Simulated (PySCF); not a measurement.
Correlation energy of La³⁺ (lanthanum, charge +3)

[Xe], closed-shell 1S. All numbers are calculated (PySCF 2.14, scalar relativity by spin-free X2C-1e, in x2c-TZVPPall). Frozen: [Kr] 4d10; 8 electrons correlated.

MP2 pair energies summed by pair of shells (mhartree):

```tsv
pair	energy	share (%)
5p-5p	-108.39	77.8
5s-5p	-25.51	18.3
5s-5s	-5.46	3.9
```

Total MP2 correlation energy: -139.36 mhartree.

Same-spin part -35.06 and opposite-spin part -104.30 mhartree; SCS-MP2 scales them by 1/3 and 6/5 to -136.85 mhartree.
